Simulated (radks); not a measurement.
The numbers below are computed, except where a source is named.
Bi2+, configuration [Hg] 6p1.

Level of theory: scalar-relativistic Kohn-Sham, PBE, spin-polarised, spherical densities, point nucleus; open shells are filled with parallel spins first (spin-orbit coupling, left out, can overturn this in heavy ions) (a radial shooting solver on a logarithmic mesh with Libxc functionals).

Energy parts (Ry):
total: -43059.8562
kinetic: 48863.0438
electron-nucleus: -107553.9646
Hartree: 16419.2032
exchange-correlation: -788.1387

Orbitals (lengths in bohr, moments of r in powers of bohr):
| orbital | occ. | eigenvalue (Ry) | <r> |
|---|---|---|---|
| 1s up | 1 | -6666.812 | 0.01578 |
| 1s down | 1 | -6666.810 | 0.01578 |
| 2s up | 1 | -1198.885 | 0.06646 |
| 2s down | 1 | -1198.885 | 0.06646 |
| 2p up | 3 | -1025.460 | 0.06055 |
| 2p down | 3 | -1025.459 | 0.06055 |
| 3s up | 1 | -290.3794 | 0.1716 |
| 3s down | 1 | -290.3787 | 0.1716 |
| 3p up | 3 | -240.8474 | 0.1737 |
| 3p down | 3 | -240.8466 | 0.1737 |
| 3d up | 5 | -191.1786 | 0.1575 |
| 3d down | 5 | -191.1780 | 0.1575 |
| 4s up | 1 | -67.64926 | 0.3770 |
| 4s down | 1 | -67.64812 | 0.3770 |
| 4p up | 3 | -51.42487 | 0.4026 |
| 4p down | 3 | -51.42364 | 0.4026 |
| 4d up | 5 | -32.90288 | 0.4225 |
| 4d down | 5 | -32.90147 | 0.4225 |
| 5s up | 1 | -12.88875 | 0.8308 |
| 5s down | 1 | -12.88537 | 0.8308 |
| 4f up | 7 | -12.50920 | 0.4410 |
| 4f down | 7 | -12.50758 | 0.4410 |
| 5p up | 3 | -8.33647 | 0.9481 |
| 5p down | 3 | -8.33283 | 0.9477 |
| 5d up | 5 | -3.27762 | 1.228 |
| 5d down | 5 | -3.26548 | 1.223 |
| 6s up | 1 | -2.28233 | 2.072 |
| 6s down | 1 | -2.22732 | 2.063 |
| 6p up | 1 | -1.43989 | 2.616 |
| 6p down | 0 | -1.37641 | 2.618 |

The highest occupied level is 6p up at -19.591 eV. Spin moment in Bohr magnetons: 1. Summed over all electrons, <r^2> = 49.57 bohr^2, which gives a Langevin (diamagnetic) susceptibility term of -39.3 x 10^-6 cm^3/mol. The density falls to 0.001 e/bohr^3 at r = 3.92 bohr. For comparison, the ionisation energy in NIST's Atomic Spectra Database is 25.571 eV (measured). In exact Kohn-Sham theory the highest level is minus the ionisation energy, but local and semilocal functionals leave it too shallow, through self-interaction and a potential that decays too fast; potentials with the right tail come closer.
